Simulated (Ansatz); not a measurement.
Calculated with Ansatz (gas phase, PBE0-D4/def2-TZVP geometries, no zero-point term in ΔE). CBS: MP2 limit from def2 TZ/QZ plus the TZ coupled-cluster correction, frozen cores. Functionals use def2-TZVPP. HSE06 is defined as in plane-wave codes. Elements past krypton have def2 core potentials. For I outer-core shells are correlated without core-valence functions, which leaves a few kJ/mol of doubt a bond. Each species was taken in one conformer, which may not be the lowest.

`[I][Al]1[CH2][CH2]1` + `NBCF` → `[NH2][Al]1[CH2][CH2]1` + `FCBI`  (redistribution)

```
         level  ΔE (kJ/mol)
     r2SCAN-D4        145.4
       PBE0-D4        148.0
      HSE06-D4        148.4
  CAM-B3LYP-D4        146.3
       LC-ωPBE        147.8
MP2/def2-TZVPP        142.5
 HF/def2-QZVPP        152.4
  HF/CBS(def2)        152.2
```

Q: What does CCSD(T)/CBS give? (Best estimate.)

A: Computed: +143.0 kJ/mol. The listed levels differ from it by 2.4, 5.0, 5.4, 3.3, 4.8, -0.5, 9.4, 9.2 kJ/mol.

Largest T1 diagnostic among the species: 0.012.

From BLYP to BHLYP (50 % exact exchange), in def2-TZVPP and without D4, ΔE moves by +8.2 kJ/mol. In def2-TZVPP, CCSD(T) changes the Hartree–Fock value by −10.9 kJ/mol (the triples alone add −0.9 kJ/mol) and MP2 by −11.4 kJ/mol. Leaving LDA and LC-ωPBE aside and taking each functional with its dispersion term where it has one, the values, not all of them listed here, spread over 10.0 kJ/mol, from BLYP-D4 to BHLYP-D4.
